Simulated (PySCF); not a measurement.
Mn: excitation energy

Mn [Ar] 3d5 4s2 (6S) → Mn [Ar] 3d5 4s1 5s1 (8S), as a difference of total energies. Calculation: PySCF 2.14, in aug-cc-pVQZ; no relativity, point nucleus. Correlated levels: valence: [Ar] frozen. The calculations carry no spin-orbit coupling.

```json
{"method": "UHF", "excitation energy (eV)": "3.606"}
{"method": "LDA", "excitation energy (eV)": "4.802"}
{"method": "PBE", "excitation energy (eV)": "4.470"}
{"method": "PBE0", "excitation energy (eV)": "4.378"}
{"method": "r2SCAN", "excitation energy (eV)": "4.310"}
{"method": "TPSSh", "excitation energy (eV)": "4.390"}
{"method": "M06-2X", "excitation energy (eV)": "5.422"}
{"method": "r2SCANh", "excitation energy (eV)": "4.322"}
{"method": "MP2 (valence)", "excitation energy (eV)": "4.550"}
{"method": "SCS-MP2 (valence)", "excitation energy (eV)": "4.842"}
```

Task: How much does correlation contribute at MP2 (valence)?

Result: 4.550 − (3.606) = 0.944 eV, measured against UHF.

The promoted electron is Rydberg-like, and one or two diffuse shells describe it only roughly, which tends to raise the upper state.
